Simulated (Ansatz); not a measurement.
```yaml
crystal:
  periodic: [false, false, false]
  atoms:
    - {symbol: C, position_ang: [-0.676343, -0.784325, 1.719882]}
    - {symbol: C, position_ang: [-0.247630, 0.374742, 1.201783]}
    - {symbol: Al, position_ang: [0.477138, 0.316218, -0.623477]}
    - {symbol: C, position_ang: [1.288063, -0.984285, -1.822739]}
    - {symbol: Si, position_ang: [-0.866902, 1.916502, 0.430291]}
    - {symbol: F, position_ang: [-2.409054, 2.376647, 0.418133]}
    - {symbol: H, position_ang: [-0.019164, -1.645986, 1.834071]}
    - {symbol: H, position_ang: [-1.696652, -0.933600, 2.075640]}
    - {symbol: H, position_ang: [2.016670, -1.610418, -1.302252]}
    - {symbol: H, position_ang: [1.790222, -0.492398, -2.659221]}
    - {symbol: H, position_ang: [0.517171, -1.639258, -2.239982]}
    - {symbol: H, position_ang: [-0.096420, 3.050961, 1.001870]}
basis:
  gaussian: {orbitals: def2-SVPD, final_grid: {core_spheres: 1, valence_spheres: 1, degree: 5}}
hamiltonian: {xc: {name: PBE}}
output: {forces: true}
```

```sh
$ ansatz run in.yaml --threads 4 --pin off --events-out ev --progress --plain --max-ram 10444MiB
```

Shortened log:

```
Functional definition: PBE
1533 factors; their error is unknown
mean field evaluation 1: about -20354.8783 eV, gradient 9.2e1 eV
mean field evaluation 2: about -20229.4368 eV, gradient 2.0e2 eV
mean field evaluation 4: about -20371.4571 eV, gradient 4.0e1 eV
mean field evaluation 8: about -20376.6435 eV, gradient 1.0e0 eV
mean field evaluation 16: about -20339.4841 eV, gradient 1.6e-1 eV
mean field -20339.48435445 eV, -747.4622634283 hartree, gradient 4.3e-5 eV, S^2 0.000000; 0 other end points of the search recorded, 0 dependent functions left out
reference -20339.48457497 eV, -747.4622715324 hartree; 30, 30 occupied and 149, 149 virtual orbitals, 1533 factors
Total energy: -20339.48457497 eV, -747.4622715324 hartree
Atom 0 at    -0.676343    -0.784325     1.719882 Å, force     7.346892    13.442440    -6.834496 eV/Å
Atom 1 at    -0.247630     0.374742     1.201783 Å, force    -7.550150    -9.801840     2.585823 eV/Å
Atom 2 at     0.477138     0.316218    -0.623477 Å, force    -1.023924    -1.140910     0.479599 eV/Å
Atom 3 at     1.288063    -0.984285    -1.822739 Å, force    -0.746800     3.327031    -1.396453 eV/Å
Atom 4 at    -0.866902     1.916502     0.430291 Å, force     3.993204    -9.145802     5.562680 eV/Å
Atom 5 at    -2.409054     2.376647     0.418133 Å, force     0.408267     0.432234    -0.926816 eV/Å
Atom 6 at    -0.019164    -1.645986     1.834071 Å, force    -2.486282     4.676001    -1.062194 eV/Å
Atom 7 at    -1.696652    -0.933600     2.075640 Å, force     0.943200     0.279815    -0.437177 eV/Å
Atom 8 at     2.016670    -1.610418    -1.302252 Å, force    -0.381591     0.131561    -0.062032 eV/Å
Atom 9 at     1.790222    -0.492398    -2.659221 Å, force    -1.274160    -1.588703     2.474364 eV/Å
Atom 10 at     0.517171    -1.639258    -2.239982 Å, force     1.342172     0.122571     0.373188 eV/Å
Atom 11 at    -0.096420     3.050961     1.001870 Å, force    -0.570828    -0.734398    -0.756486 eV/Å
Dipole moment:     0.345803    -0.384453    -0.171159 e Å
```

(1) Something in this input is off. What?

## Answers

(1) The integration grid is far too coarse. The run converged. The result belongs to that input, not to the molecule as meant.
